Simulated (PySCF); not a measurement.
C₅H₆F₂.
Z-matrix (Å and degrees, PBE0-D3(BJ)/def2-SVP geometry), rows numbered from 1:
```
C 
C   1  1.5140
C   2  1.5205  1  118.48
C   3  1.3406  2   95.91  1   118.08
C   4  1.5031  3   92.23  2    -0.51
F   5  1.3521  2  114.61  1    -1.73
F   5  1.3497  2  115.27  1   122.33
H   1  1.1002  2  110.87  3  -168.75
H   1  1.1007  2  110.71  3    71.56
H   1  1.0999  2  111.04  3   -48.71
H   2  1.1037  1  111.22  3  -133.54
H   3  1.0934  2  131.17  1   -62.09
H   4  1.0915  3  135.13  2   178.87
```

Computed, not measured: PBE0-D3(BJ)/def2-SVP geometry optimisation, gas phase (PySCF 2.14.0).

Masses are those of the commonest isotopes; rigid-rotor values at the optimised geometry. 

Give the principal moments of inertia and the rotational constants in GHz.

Ia = 137.53, Ib = 186.70, Ic = 233.78 u·Å²; 505379 MHz·u·Å²/I gives 3675, 2707 and 2162 MHz, that is A = 3.6747, B = 2.7070, C = 2.1618 GHz.

Classify the top.

An asymmetric top: κ = (2 × 2707 − 3675 − 2162)/(3675 − 2162) = -0.28.

What does the inertial defect say?

Not planar: Δ = Ic − Ia − Ib = -90.44 u·Å². For a rigid frame Δ = −2 Σ m c², so Σ m c² = 45.22 u·Å² lies off the ab plane: 5.76 from hydrogen and 39.46 from heavier atoms. The atom farthest from that plane is 1.68 Å away.

Give the coordinates in the principal-axis frame, origin at the centre of mass.

The sense of each axis is arbitrary; atoms in the order of the calculation.
```tsv
atom	mass (u)	a (Å)	b (Å)	c (Å)
C1	12.000	1.873	1.037	-0.133
C2	12.000	0.902	-0.034	-0.582
C3	12.000	0.959	-1.394	0.095
C4	12.000	-0.284	-1.350	0.597
C5	12.000	-0.534	0.013	0.016
F6	18.998	-0.738	1.004	0.913
F7	18.998	-1.532	0.104	-0.888
H8	1.008	1.598	2.016	-0.552
H9	1.008	2.895	0.801	-0.467
H10	1.008	1.882	1.128	0.963
H11	1.008	0.861	-0.100	-1.683
H12	1.008	1.754	-2.142	0.142
H13	1.008	-0.903	-2.027	1.189
```

Where do the levels up to J = 2 lie, in K?

Above 0(0,0), as E/k:
J = 1: 1(0,1) 0.234, 1(1,1) 0.280, 1(1,0) 0.306
J = 2: 2(0,2) 0.693, 2(1,2) 0.721, 2(1,1) 0.800, 2(2,1) 0.939, 2(2,0) 0.947
Those of J = 1 are B + C, A + C and A + B.

Which types of transition are allowed, and where do some lines up to J = 3 fall?

The dipole components are |μa| = 1.89 D, |μb| = 1.31 D, |μc| = 0.04 D. The squared components, which scale the intensities, stand as 1.00 : 0.48 : 0.00 (a : b : c). Some of the stronger lines:

```csv
type,branch,"J(Ka,Kc)",MHz,lower level (cm⁻¹)
a,Q,"1(1,0) ← 1(1,1)",545,0.195
a,Q,"3(2,1) ← 3(2,2)",777,1.140
b,Q,"1(1,0) ← 1(0,1)",1513,0.162
a,Q,"2(1,1) ← 2(1,2)",1636,0.501
b,Q,"2(2,0) ← 2(1,1)",3077,0.556
b,Q,"3(1,2) ← 3(0,3)",3521,0.949
b,Q,"2(2,1) ← 2(1,2)",4539,0.501
a,R,"1(0,1) ← 0(0,0)",4869,0.000
b,R,"1(1,1) ← 0(0,0)",5837,0.000
b,Q,"3(3,1) ← 3(2,2)",6298,1.140
b,R,"2(0,2) ← 1(1,1)",8596,0.195
a,R,"2(1,2) ← 1(1,1)",9192,0.195
b,R,"2(1,2) ← 1(0,1)",10160,0.162
a,R,"2(1,1) ← 1(1,0)",10283,0.213
b,R,"3(1,2) ← 2(2,1)",12388,0.653
b,R,"2(2,1) ← 1(1,0)",13186,0.213
b,R,"3(0,3) ← 2(1,2)",13407,0.501
a,R,"3(1,3) ← 2(1,2)",13693,0.501
b,R,"2(2,0) ← 1(1,1)",13905,0.195
b,R,"3(1,3) ← 2(0,2)",14289,0.481
a,R,"3(2,2) ← 2(2,1)",14606,0.653
b,R,"3(2,2) ← 2(1,1)",17510,0.556
b,R,"3(2,1) ← 2(1,2)",19922,0.501
b,R,"3(3,1) ← 2(2,0)",20730,0.659
b,R,"3(3,0) ← 2(2,1)",20940,0.653
```

Estimate the classical rotational partition function at 10 K, 200 K and 298.15 K.

Point group C1, symmetry number σ = 1; q = (√π/σ)·√((kT/h)³/(ABC)), k/h = 20836.6 MHz/K: 1150 at 10 K, 103000 at 200 K, 187000 at 298.15 K.

Not checked by PBE0-D3(BJ)/def2-SVP frequencies. These are rigid-rotor constants of the computed structure; measured ground-state constants (B0) also hold zero-point vibration. A rigid rotor knows nothing of internal rotation, which can split or shift real lines.
